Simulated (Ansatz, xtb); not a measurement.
**Two structures of CHBrGe**

Structure X: a singlet given by its coordinates. Structure Y: a triplet given by its coordinates. Both are isolated molecules in the gas phase, relaxed with PBE0-D3(BJ)/def2-SVP.

X (Å):

```yaml
atoms:
  - { symbol: C, position_ang: [-3.4682, -0.2586, 0.6387] }
  - { symbol: Br, position_ang: [-0.3079, -1.8648, 1.2774] }
  - { symbol: Ge, position_ang: [-2.4783, -1.6854, 0.5765] }
  - { symbol: H, position_ang: [-4.4901, 0.0316, 0.3672] }
```

Close contacts (Å): C1–Ge3 1.74, Br2–Ge3 2.29, C1–H4 1.10.

Y (Å):

```yaml
atoms:
  - { symbol: C, position_ang: [-2.5016, -0.9184, 0.7635] }
  - { symbol: Br, position_ang: [-3.1437, -2.0539, -0.5736] }
  - { symbol: Ge, position_ang: [-3.6165, 0.2726, 1.8286] }
  - { symbol: H, position_ang: [-1.4111, -1.0302, 0.8495] }
```

Close contacts (Å): C1–Br2 1.87, C1–Ge3 1.95, C1–H4 1.10.

**Question.** Which of the two would you expect CCSD(T)/def2-TZVPP electronic energies to favour?

**Answer.** Structure X; the calculation gives E(Y) − E(X) = +11.7 kcal/mol.

How the difference moves with the method:

| level | geometry | E(Y) − E(X) (kcal/mol) | departure from the last row (kcal/mol) | job, with rough time for the two |
| --- | --- | --- | --- | --- |
| HF/STO-3G | GFN2-xTB | −26.0 | −37.7 | single point, 2.5 s |
| r2SCAN-D4/def2-SVP | GFN2-xTB | −1.4 | −13.1 | single point, 5.9 s |
| PBE0-D3(BJ)/def2-SVP | PBE0-D3(BJ)/def2-SVP | −3.0 | −14.7 | optimisation, 59 s |
| HF/def2-TZVPP | PBE0-D3(BJ)/def2-SVP | −22.0 | −33.7 | part of the CCSD(T) run |
| MP2/def2-TZVPP | PBE0-D3(BJ)/def2-SVP | +7.6 | −4.1 | part of the CCSD(T) run |
| CCSD(T)/def2-TZVPP | PBE0-D3(BJ)/def2-SVP | +11.7 |  | single point, 3.2 min |

HF/STO-3G, r2SCAN-D4/def2-SVP, PBE0-D3(BJ)/def2-SVP, HF/def2-TZVPP put the two in the other order. The largest departure from CCSD(T)/def2-TZVPP is that of HF/STO-3G, 37.7 kcal/mol. The triplet state of Y needn't be its ground state.

With harmonic frequencies from PBE0-D3(BJ)/def2-SVP (ideal gas, rigid rotor, one conformer each, 400 K, 1 atm): the zero-point term adds +0.7 kcal/mol; ΔH is +12.1 and ΔG +11.7 kcal/mol.

The T1 diagnostic of structure X is large, so the coupled-cluster value is less sure. Open shells are spin-unrestricted. The correlated steps freeze 19 core orbitals; the filled d shell of Br and Ge is correlated, in a basis made for valence electrons. ΔG holds the spin degeneracy. Programs: Ansatz 0.2.0, xtb 6.7.1; the last row on 1 thread of Arm Neoverse V1 on a shared host.
